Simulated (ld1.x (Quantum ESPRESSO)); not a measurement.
## Varying the ultrasoft potential for carbon (C)

Base potential:

```json
{
 "Element": "carbon (C)",
 "Generator": "ld1.x (Quantum ESPRESSO) 7.5",
 "Type": "ultrasoft",
 "Functional": "PBEsol",
 "Relativity": "scalar-relativistic",
 "Frozen core": "[He]",
 "Valence charge": "4",
 "Reference configuration": "2s2 2p2",
 "Partial waves": "2s (bound): rcut 0.95, rcutus 1.20 bohr; 2s channel at 0.1 Ry: rcut 0.95, rcutus 1.20 bohr; 2p (bound): rcut 1.85, rcutus 2.10 bohr; 2p channel at 1.6 Ry: rcut 1.85, rcutus 2.10 bohr; 3d channel at 0.15 Ry: rcut 1.50, rcutus 2.05 bohr; 3d channel at 1.75 Ry: rcut 1.50, rcutus 2.05 bohr",
 "Local potential": "all-electron potential smoothed inside 2.10 bohr (lloc = -1)",
 "Core correction": "Bessel-smoothed model core inside 0.95 bohr",
 "Augmentation charge": "PSQ, radius 0.90 bohr"
}
```

All-electron outer shells of the reference configuration (PBEsol, scalar-relativistic, ld1.x):

| shell | level (eV) | outermost node (bohr) | outermost maximum (bohr) |
| --- | --- | --- | --- |
| 1s | -272.04 | – | 0.18 |
| 2s | -13.65 | 0.38 | 1.22 |
| 2p | -5.23 | – | 1.20 |

Cutoffs, loose and tight: the cutoffs (Ry, on a coarse ladder) from which the occupation-weighted sum of valence levels, in a spherical-Bessel basis at the reference potential, stays within 10 and 1 mRy of its value at 400 Ry. They do not see the model core or the augmentation charge, which bear on the density cutoff. Test errors are all-electron minus pseudo excitation energies from the reference, over the configurations 2s2 2p1; 2s2 2p0; 2s1 2p0; 2s1 2p2; 2s1 2p3; 2s2 2p2.3; 2s0 2p4. A dash means not determined; rows that change the core or the reference have their own tests.

Cutoffs are not given where the Bessel-basis levels miss the radial ones by over 6 mRy, ghosts where they miss by over 20 mRy; a channel whose overlap is not positive is not tested.

A file whose overlap is not positive is unfit for use, and its test errors describe a broken file.

```tsv
change	outcome	cutoff, loose	cutoff, tight	bound ghosts	largest test error (meV)
base	generated	15 Ry	25 Ry	none	+51
all radii but the core radius scaled by about 1.39 (s 1.66, p 2.92, d 2.84 bohr, rcut 1.32/2.56/2.08); local potential all-electron potential smoothed inside 2.92 bohr (lloc = -1); augmentation PSQ, radius 1.24 bohr	generated	10 Ry	18 Ry	none	+76
local potential all-electron potential smoothed inside 1.10 bohr (lloc = -2)	generated	15 Ry	25 Ry	none	+47
local potential all-electron potential smoothed inside 1.16 bohr (lloc = -1)	generated, overlap not positive	–	–	not determined (overlap not positive)	+48
reference 2s2 2p0	generated	8 Ry	25 Ry	none	+42
wave 2s channel at 0.1 Ry: rcut 0.95, rcutus 1.20 bohr becomes 2s channel at 0.64 Ry: rcut 0.95, rcutus 1.20 bohr	generated	15 Ry	25 Ry	none	+51
waves 3d channel at 0.15 Ry: rcut 1.50, rcutus 2.96 bohr; 3d channel at 1.75 Ry: rcut 1.50, rcutus 2.96 bohr	generated	15 Ry	25 Ry	none	+51
core correction Bessel-smoothed model core inside 1.42 bohr	generated	15 Ry	25 Ry	none	+179
```

Q: What comes out with this change to the base: waves 2s (bound): rcut 0.95, rcutus 1.76 bohr; 2s channel at 0.1 Ry: rcut 0.95, rcutus 1.76 bohr?

A: outcome: generated; cutoff, loose: 15 Ry; cutoff, tight: 18 Ry; bound ghosts: none; largest test error (meV): +69.
